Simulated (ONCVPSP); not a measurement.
Pseudopotential generation for antimony: ONCV, Wu-Cohen, non-relativistic.

Sb (Z = 51), optimised norm-conserving Vanderbilt (ONCV), made with ONCVPSP 4.0.1 (Wu-Cohen, non-relativistic). Core [Kr] 4d10, reference 5s2 5p3. Waves: 5s: rc 1.75 bohr, ncon 4, nbas 7, qcut 4.7 1/bohr, 2 projectors, debl 1 Ha; 5p: rc 2.45 bohr, ncon 4, nbas 7, qcut 3.5 1/bohr, 2 projectors, debl 3 Ha; d scattering state at 0.46 Ha: rc 2.40 bohr, ncon 3, nbas 7, qcut 4.8 1/bohr, 2 projectors, debl 1.5 Ha. Local part: polynomial inside 1.10 bohr (lpopt 5, dvloc0 0 Ha). Core correction: none.

All-electron outer shells of the reference configuration (Wu-Cohen, non-relativistic, ld1.x):

| shell | level (eV) | outermost node (bohr) | outermost maximum (bohr) |
| --- | --- | --- | --- |
| 4p | -99.28 | 0.40 | 0.77 |
| 4d | -35.17 | 0.38 | 0.84 |
| 5s | -11.95 | 0.98 | 1.98 |
| 5p | -4.91 | 1.06 | 2.35 |

(1) Is a potential produced?

Results:

(1) No. ONCVPSP 4.0.1 stopped with "ERROR pspot: first pseudo wave function has node, program will stop": the optimised pseudo-wave of the first projector has a node, so the radial equation cannot be inverted for a potential. It happened in the s channel.
